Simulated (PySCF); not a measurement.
propoxymethylsilane (C₄H₁₂OSi), SMILES CCCOC[SiH3]. Geometry: PBE-D3(BJ)/def2-SVP. The values are those of a single conformer.

**Question.** Give the equilibrium geometry at PBE-D3(BJ)/def2-SVP (PySCF confirms it by a frequency run) as Cartesian coordinates in Å. (Estimate from the structure and the level; the computed values follow.)

**Answer.** Several could match; the one computed here: 
```xyz
18

C     -2.7176    -0.3342     0.9789
C     -2.2793    -0.9030    -0.3710
C     -1.1487    -0.1136    -1.0170
O     -0.0094    -0.1644    -0.1755
C      1.0827     0.5917    -0.6549
Si     2.5276     0.4160     0.5770
H     -1.8600    -0.2968     1.6790
H     -3.5155    -0.9489     1.4412
H     -3.1074     0.6999     0.8714
H     -1.9429    -1.9556    -0.2516
H     -3.1317    -0.9252    -1.0836
H     -1.4594     0.9517    -1.1762
H     -0.9017    -0.5302    -2.0262
H      0.8185     1.6750    -0.7718
H      1.4126     0.2488    -1.6702
H      2.1176     0.9205     1.9321
H      2.9449    -1.0234     0.6893
H      3.6912     1.2308     0.0760
```
Charge 0, spin multiplicity 1.
